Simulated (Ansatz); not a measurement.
A nudged elastic band was laid between two geometries of C$_{3}$H$_{4}$Al (8 atoms, charge 0, multiplicity 2).

All numbers below come from Ansatz, UKS r2SCANh/def2-SVP.

* movable images: 5
* climbing image: yes
* spring: 5.0 eV/Å²
* optimiser: quadratic models (default)
* start path: through a guess of the saddle point
* force threshold: 0.03 eV/Å
* iteration limit: 60
* end points: relaxed

Initial state:

```xyz
8
Properties=species:S:1:pos:R:3
C 2.681 0.062 0.530
C 1.508 -0.290 0.492
Al -0.283 -0.989 0.531
C -1.685 0.024 -0.395
H 3.707 0.380 0.558
H -1.743 1.039 0.034
H -1.408 0.144 -1.456
H -2.685 -0.427 -0.349
```

Final state:

```xyz
8
Properties=species:S:1:pos:R:3
C 2.491 -0.102 0.659
C 1.313 -0.326 0.417
Al -0.529 -0.689 0.043
C -1.634 0.732 -0.636
H 3.526 0.093 0.871
H -1.274 1.751 -0.827
H -2.698 0.624 -0.881
H -1.103 -2.139 0.298
```

Question: What changes between the two ends?

Answer: Bonds broken: C4–H8. Bonds formed: Al3–H8.

Question: Give the energies along the band, and the barrier.

Answer: The run converged. The highest image is number 3 of 0 to 6, 217.1 kJ/mol above the first end and 152.4 kJ/mol above the last; the last end lies 64.7 kJ/mol above the first. Beside the main top the profile has a ripple of under 15 meV (maxima at images 1, 3), which may be a very shallow well or noise. Neighbouring images differ by up to 2.2 eV, so the band resolves the path poorly. A vibrational analysis at the climbing image gives one clearly imaginary mode, 1286i cm⁻¹: a first-order saddle point.

```tsv
image	path coordinate (Å)	energy (kJ/mol)	C4–H8 (Å)	Al3–H8 (Å)
0	0.00	0.0	1.10	2.62
1	1.23	1.1	1.10	2.58
2	2.46	0.2	1.10	2.54
3	3.69	217.1	1.84	1.67
4	4.45	112.9	2.59	1.57
5	5.20	70.7	2.97	1.58
6	5.96	64.7	3.07	1.58
```

Question: What is the geometry of the highest image?

Answer: 
```xyz
8
Properties=species:S:1:pos:R:3
C 2.709 -0.178 0.789
C 1.569 -0.276 0.356
Al -0.156 -0.548 -0.407
C -1.662 0.542 -0.689
H 3.705 -0.079 1.180
H -1.983 1.407 -0.088
H -2.463 0.177 -1.344
H -1.627 -1.100 0.146
```

The band took 25 iterations and roughly 9 core-minutes.

The run took 4.6 min on 2 threads of AMD EPYC 9R14 (Zen 4) (shared host), peak memory 0.26 GiB.
